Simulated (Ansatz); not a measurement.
Relaxation of F3H2NZr (7 atoms, charge 0, multiplicity 1), to a largest force component of 0.02 eV/Å in at most 40 steps.

Computed with Ansatz, RKS revPBE-D4/def2-SVP.

```xyz
7
Properties=species:S:1:pos:R:3:forces:R:3
Zr 0.000 0.000 0.000 -0.44 -1.00 -0.07
F 0.000 0.000 1.980 -0.08 -0.05 -1.57
F 1.867 0.000 -0.659 -1.42 0.04 0.37
F -0.933 1.616 -0.659 0.70 -1.12 0.39
N -1.041 -1.803 -0.736 1.10 1.90 0.79
H -1.576 -2.420 -0.059 0.55 0.43 -1.40
H -1.006 -2.053 -1.766 -0.42 -0.20 1.50
```

Problem. Where does it end, and by what steps?

Solution. The run converged. After 5 steps the energy has fallen by 0.528 eV; N5 moved furthest, 0.15 Å.

```
step  energy less start (eV)  largest force component (eV/Å)  accepted
   0                  0.0000                           1.897       yes
   1                 -0.3157                           2.532       yes
   2                 -0.5194                           0.305       yes
   3                 -0.5271                           0.125       yes
   4                 -0.5281                           0.054       yes
   5                 -0.5282                           0.004       yes
```

```xyz
7
Properties=species:S:1:pos:R:3
Zr -0.009 -0.035 0.013
F -0.080 -0.089 1.933
F 1.770 -0.019 -0.723
F -0.891 1.528 -0.690
N -0.964 -1.690 -0.673
H -1.515 -2.349 -0.108
H -0.999 -2.005 -1.651
```

Whether the end is a true minimum wasn't checked by a vibrational analysis.

Run time: 12 s on 2 threads of Arm Neoverse V2, with other jobs on the host, peak memory 0.14 GiB.
